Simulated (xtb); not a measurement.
CdI (SMILES [Cd][I]), doublet, at a GFN2-xTB geometry (such geometries of metal compounds can be far from the true shape) (the spin is typed, not shown lowest); GFN2-xTB (xtb).

Input for xtb:
```
$ xtb mol.xyz --gfn 2 --uhf 1 --acc 30 --json

# file mol.xyz
2

Cd    -0.00000000    -0.00000000    -1.49381317
I      0.00000000     0.00000000     1.35288740
```

### Question
What does xtb print? Leave out banner, timings and long lists.

### Answer

```
   ID    Z sym.   atoms
    1   48 Cd     1
    2   53 I      2

           -------------------------------------------------
          |                Calculation Setup                |
           -------------------------------------------------

           -------------------------------------------------
          |                 G F N 2 - x T B                 |
           -------------------------------------------------

          ...................................................
          :                      SETUP                      :
          :.................................................:
          :  # basis functions                  14          :
          :  # atomic orbitals                  13          :
          :  # shells                            5          :
          :  # electrons                         9          :
          :  max. iterations                   250          :
          :  Hamiltonian                  GFN2-xTB          :
          :  restarted?                      false          :
          :  GBSA solvation                  false          :
          :  PC potential                    false          :
          :  electronic temp.          300.0000000     K    :
          :  accuracy                   30.0000000          :
          :  -> integral cutoff          0.2000000E+02      :
          :  -> integral neglect         0.3000000E-06      :
          :  -> SCF convergence          0.3000000E-04 Eh   :
          :  -> wf. convergence          0.3000000E-02 e    :
          :  Broyden damping             0.4000000          :
          :  net charge                          0          :
          :  unpaired electrons                  1          :
          ...................................................

 iter      E             dE          RMSdq      gap      omega  full diag
   1     -4.3493560 -0.434936E+01  0.407E+01    5.96       0.0  T
   2     -4.3751396 -0.257836E-01  0.947E+00    6.80       1.0  T
   3     -4.3796652 -0.452560E-02  0.167E+01    6.72       1.0  T
   4     -4.4098038 -0.301386E-01  0.419E+00    7.07       1.0  T
   5     -4.4107288 -0.925031E-03  0.998E-01    7.13       1.0  T
   6     -4.4104799  0.248939E-03  0.128E+00    7.11       1.0  T
   7     -4.4108337 -0.353890E-03  0.275E-01    7.10       1.0  T
   8     -4.4108815 -0.477108E-04  0.237E-02    7.10       3.0  T
   9     -4.4108812  0.254988E-06  0.334E-02    7.11       2.1  T
[...]
         :: total energy              -4.409298043023 Eh    ::
[...]
         6                         -0.0765097              -2.0819 (LUMO)
         7                         -0.0765097              -2.0819
         8                          0.0616248               1.6769
         9                          0.0616248               1.6769
        10                          0.0637183               1.7339
        11                          0.0637183               1.7339
        12                          0.0814815               2.2172
        13                          0.4815755              13.1043
      -------------------------------------------------------------
                  HL-Gap            0.2611358 Eh            7.1059 eV
             Fermi-level           -0.2875689 Eh           -7.8251 eV

     #   Z          covCN         q      C6AA      α(0)
     1  48 Cd       0.809     0.261   408.618    46.594
     2  53 I        0.809    -0.261   391.231    34.146

 Mol. C6AA /au·bohr⁶  :       1578.044993
 Mol. C8AA /au·bohr⁸  :     146260.201603
 Mol. α(0) /au        :         80.740154

Wiberg/Mayer (AO) data.
largest (>0.10) Wiberg bond orders for each atom

 ---------------------------------------------------------------------------
     #   Z sym  total        # sym  WBO       # sym  WBO       # sym  WBO
 ---------------------------------------------------------------------------
     1  48 Cd   1.086 --     2 I    1.086
     2  53 I    1.086 --     1 Cd   1.086
 ---------------------------------------------------------------------------

Topologies differ in total number of bonds
Writing topology from bond orders to xtbtopo.mol

molecular dipole:
                 x           y           z       tot (Debye)
 q only:        0.000       0.000      -1.403
   full:       -0.000      -0.000      -2.672       6.792
molecular quadrupole (traceless):
                xx          xy          yy          xz          yz          zz
 q only:       -0.187       0.000      -0.187       0.000       0.000       0.374
  q+dip:        0.888       0.000       0.888      -0.000       0.000      -1.776
   full:        2.098      -0.000       2.098      -0.000       0.000      -4.195

           -------------------------------------------------
          | TOTAL ENERGY               -4.409298043023 Eh   |
          | GRADIENT NORM               0.000000474830 Eh/α |
          | HOMO-LUMO GAP               7.105865566738 eV   |
           -------------------------------------------------

normal termination of xtb
```
